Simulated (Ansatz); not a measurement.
Diatomic MgP-, multiplicity 3 (lowest of 2S+1 = 1, 3, 5 at CCSD(T)/def2-TZVPP on PBE0 minima; our sources give no spin for the ground state, which may be another).

The constants come from a fifth-degree fit in 1/R (seven points, main isotopes). Runs in def2 and cc sets follow the lowest solution found near the PBE0 minimum.

Run with Ansatz (a program for electronic structure). Each number belongs to the level named beside it.

Energies at PBE0/def2-TZVPP:

```
R (Å)       E (hartree)
--------  -------------
2.233458  -541.16985023
2.293498  -541.17260452
2.348734  -541.17390768
2.411174  -541.17426397
2.473615  -541.17370826
2.545662  -541.17223778
2.629717  -541.16976481
```

### Question
With a reduced mass of 13.5175 u, find the minimum, the force constant and the constants.

### Answer
A fifth-degree polynomial in 1/R puts the minimum at r_e = 2.4016 Å with force constant 106 N/m. Then ω_e = (1/2πc)√(k/μ) = 365 cm⁻¹ and B_e = h/(8π²cμr_e²) = 0.2162 cm⁻¹; the cubic and quartic terms give α_e = 0.0020 and ω_e x_e = 3.1 cm⁻¹.
